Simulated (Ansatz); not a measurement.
The cluster Ti₄, relaxed as a singlet with RKS PBE-D4/def2-SVP in Ansatz, starting from the GFN1-xTB geometry. Force threshold 0.02 eV/Å.

The restricted singlet is unstable towards broken spin symmetry at other levels; at PBE-D4/def2-SVP this wasn't settled. At PBE-D4/def2-SVP a quintet of charge 0 lies 1.04 eV below the restricted singlet, each at its own geometry. The structure comes from a short search, and lower isomers may exist.

Start:

```xyz
4

Ti   -0.8634    1.1815    0.8785
Ti    1.3677   -0.4908    0.8967
Ti    0.5149    0.6491   -1.4946
Ti   -1.0192   -1.3397   -0.2806
```

Estimate the energy that the relaxation releases and the steps that it takes.

105.0 kJ/mol, in 4 steps; 14 s on 4 threads of Intel Xeon 6975P-C on a shared host. No frequencies were taken in this run, so the end may be a saddle point.

Does the start keep its bonding and symmetry?

By distances, no bond broke or formed. The bond that changes most is Ti2–Ti4, from 2.79 to 2.48 Å (atoms count from 1). Point group Cs at the start, Td at the end, both within 0.05 Å.

Predict the relaxed structure.


```xyz
4

Ti   -0.7646    1.0509    0.7798
Ti    1.2114   -0.4375    0.7974
Ti    0.4556    0.5782   -1.3284
Ti   -0.9024   -1.1916   -0.2488
```
Bond lengths (bridged metal pairs left out): 6 × Ti–Ti 2.47 to 2.48 Å.
